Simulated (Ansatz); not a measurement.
A made-up structure of MgGeH$_{3}$, doublet:

Mg1  (-0.949, -1.029, 2.061)
Ge2  (0.062, 0.067, -0.134)
H3  (-1.424, -2.322, 3.092)
H4  (0.920, 1.326, 0.147)
H5  (0.986, -0.889, -0.929)
(Å)

It is relaxed with PBE-D4/def2-SVP and then PBE0-D4/def2-TZVP (Ansatz 0.2.0). Atoms count as bonded within 1.22 times the sum of their covalent radii (H–H: 0.88 Å). The end point is not checked to be a true minimum.

Task: Does its bonding change? (Judge from chemistry; the calculation decides.)

Result: By the calculation: No: no bond forms or breaks.

Where it ends: The first stage lowers the energy by 0.14 eV in 6 steps. It ends as MgGeH₃ ([MgH][GeH2]):
```xyz
5
angstrom
Mg -0.8126 -1.3060 1.9757
Ge 0.2396 -0.0597 0.0432
H -1.6151 -2.1239 3.2302
H 0.8125 1.3736 0.1296
H 0.9706 -0.7314 -1.1419
```

Labels in which every atom is bracketed show which atoms are joined, not bond orders.

For scale, one of the runs: PBE0-D4/def2-TZVP relaxation, 98 basis functions, launched by `ansatz run in.yaml --threads 2 --pin off --events-out ev --progress --plain --max-ram 4352MiB`. The run took about 18 s on 2 CPU threads of an Arm Neoverse V1 (shared host).
